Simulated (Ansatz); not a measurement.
N-butylpyridinium tetrafluoroborate (C₉H₁₄BF₄N). The state is a singlet with charge 0. Geometry r2SCAN-D4/def2-SVP.

```tsv
atom	x (Å)	y (Å)	z (Å)
C1	-0.6672	0.0500	-4.2815
C2	-0.8601	0.6532	-2.8955
C3	-0.1691	-0.1518	-1.7972
C4	-0.3835	0.4797	-0.4283
N5	0.2694	-0.3012	0.6430
C6	-0.4305	-1.2519	1.2945
C7	0.1655	-2.0148	2.2845
C8	1.4953	-1.7681	2.6244
C9	2.1898	-0.7544	1.9653
C10	1.5442	-0.0220	0.9831
H11	0.4006	-0.0019	-4.5500
H12	-1.1761	0.6479	-5.0526
H13	-1.0723	-0.9740	-4.3316
H14	-0.4773	1.6895	-2.8785
H15	-1.9378	0.7277	-2.6636
H16	0.9141	-0.2241	-2.0101
H17	-0.5548	-1.1887	-1.7937
H18	0.0198	1.4982	-0.3527
H19	-1.4427	0.5562	-0.1509
H20	-1.4768	-1.3581	1.0076
H21	-0.4282	-2.7685	2.8040
H22	1.9782	-2.3421	3.4192
H23	3.2172	-0.4986	2.2290
H24	2.0090	0.8123	0.4580
F25	-1.1105	2.7139	3.5391
B26	-0.6342	1.7213	2.7220
F27	0.0634	0.7322	3.4421
F28	-1.7029	1.0808	2.0270
F29	0.2576	2.2573	1.7436
```

B3LYP takes the VWN-RPA correlation.

Problem. Estimate the orbital energies around the gap (eV) in Ansatz with PBE-D4/def2-SVP, PBE-D4/def2-TZVP, r2SCAN-D4/def2-TZVP, B3LYP-D4/6-31G, PBE0-D4/def2-TZVP.

Solution. 
| orbital | PBE-D4/def2-SVP | PBE-D4/def2-TZVP | r2SCAN-D4/def2-TZVP | B3LYP-D4/6-31G | PBE0-D4/def2-TZVP |
| --- | --- | --- | --- | --- | --- |
| HOMO−5 | -7.23 | -7.67 | -8.10 | -8.75 | -9.59 |
| HOMO−4 | -7.10 | -7.56 | -8.04 | -8.69 | -9.48 |
| HOMO−3 | -7.09 | -7.50 | -7.84 | -8.38 | -8.91 |
| HOMO−2 | -6.29 | -6.79 | -7.29 | -7.98 | -8.86 |
| HOMO−1 | -6.17 | -6.67 | -7.15 | -7.85 | -8.70 |
| HOMO | -6.12 | -6.63 | -7.12 | -7.82 | -8.63 |
| LUMO | -3.43 | -3.49 | -3.38 | -2.54 | -2.63 |
| LUMO+1 | -2.55 | -2.63 | -2.44 | -1.53 | -1.67 |
| LUMO+2 | 0.00 | -0.41 | 0.25 | 1.24 | 0.40 |
| LUMO+3 | 0.47 | -0.02 | 0.69 | 1.84 | 0.81 |
| LUMO+4 | 0.81 | 0.41 | 1.08 | 2.17 | 1.24 |
| LUMO+5 | 0.83 | 0.56 | 1.16 | 2.28 | 1.49 |
